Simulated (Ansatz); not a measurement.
Cost and result up the ladder for B7H13 (20 atoms). The state is a singlet with charge 0. Geometry: B3LYP-D4/def2-SVP.

```csv
atom,x (Å),y (Å),z (Å)
B1,-0.2613,0.0580,-2.0973
B2,-0.6438,1.0732,-0.5393
B3,0.6955,0.9637,0.6320
B4,-0.8510,0.1911,1.0499
B5,0.5399,-0.5654,1.6411
B6,-0.5643,-1.7329,1.1175
B7,0.9572,0.8301,-1.1517
H8,-0.7839,-2.5000,2.0185
H9,-0.2298,0.5269,-3.2038
H10,1.6477,1.6703,-1.6496
H11,1.2070,1.9127,1.1507
H12,1.0009,-0.5707,2.7441
H13,-1.3035,2.0631,-0.6738
H14,-1.5734,0.7513,1.8256
H15,-0.9820,-2.0252,0.0296
H16,-0.8715,-0.9633,-1.9276
H17,1.0364,-0.3144,-1.7981
H18,0.8148,-1.6674,0.9766
H19,-1.4051,0.0567,-0.1495
H20,1.5701,0.2423,0.0049
```

Ansatz on 4 threads of Arm Neoverse V1 on a shared host. Times are rough, and most runs start from the orbitals of an earlier one. PBE0-D4/def2-TZVP serves as the yardstick here, not as an exact answer. Differences are given only for rows in sets of like size (and for xTB, whose basis is part of the method), since another set adds its own error. Binding counts from free atoms at the same level (B doublet, H doublet; other spins of the atoms weren't run), without zero-point energy or a counterpoise term.

LC-ωPBE has ω = 0.4 bohr⁻¹. Correlated methods freeze 7 core orbitals. The rows differ in basis, and correlated rows in double-zeta sets carry the largest basis error. Another isomer (singlet) lies 0.75 eV lower at PBE0-D4/def2-TZVP; other spin states weren't run for this one.

Correlated methods converge slowly with the basis, most of all in double-zeta sets.

```json
{"level": "PBE-D4/def2-SVP", "functions": "163", "wall time": "2.2 s", "binding energy per atom (eV)": "3.72", "difference from PBE0-D4/def2-TZVP (eV)": "–"}
{"level": "PBE0-D4/def2-SVP", "functions": "163", "wall time": "2.7 s", "binding energy per atom (eV)": "3.71", "difference from PBE0-D4/def2-TZVP (eV)": "–"}
{"level": "PBE-D4/def2-TZVP (with forces)", "functions": "295", "wall time": "5.5 s", "binding energy per atom (eV)": "3.69", "difference from PBE0-D4/def2-TZVP (eV)": "0.02"}
{"level": "LC-ωPBE/def2-TZVP", "functions": "295", "wall time": "5.5 s", "binding energy per atom (eV)": "3.64", "difference from PBE0-D4/def2-TZVP (eV)": "-0.03"}
{"level": "BHLYP-D4/def2-TZVP", "functions": "295", "wall time": "6 s", "binding energy per atom (eV)": "3.56", "difference from PBE0-D4/def2-TZVP (eV)": "-0.11"}
{"level": "MP2/def2-TZVP", "functions": "295", "wall time": "6.5 s", "binding energy per atom (eV)": "3.53", "difference from PBE0-D4/def2-TZVP (eV)": "-0.14"}
{"level": "PBE0-D4/def2-TZVP", "functions": "295", "wall time": "7 s", "binding energy per atom (eV)": "3.67", "difference from PBE0-D4/def2-TZVP (eV)": "0.00"}
{"level": "r2SCAN-D4/def2-TZVP", "functions": "295", "wall time": "8 s", "binding energy per atom (eV)": "3.68", "difference from PBE0-D4/def2-TZVP (eV)": "0.01"}
{"level": "B97M-V/def2-TZVP", "functions": "295", "wall time": "19 s", "binding energy per atom (eV)": "3.66", "difference from PBE0-D4/def2-TZVP (eV)": "-0.01"}
{"level": "CCSD(T)/def2-SVP", "functions": "163", "wall time": "40 s", "binding energy per atom (eV)": "3.47", "difference from PBE0-D4/def2-TZVP (eV)": "–"}
```
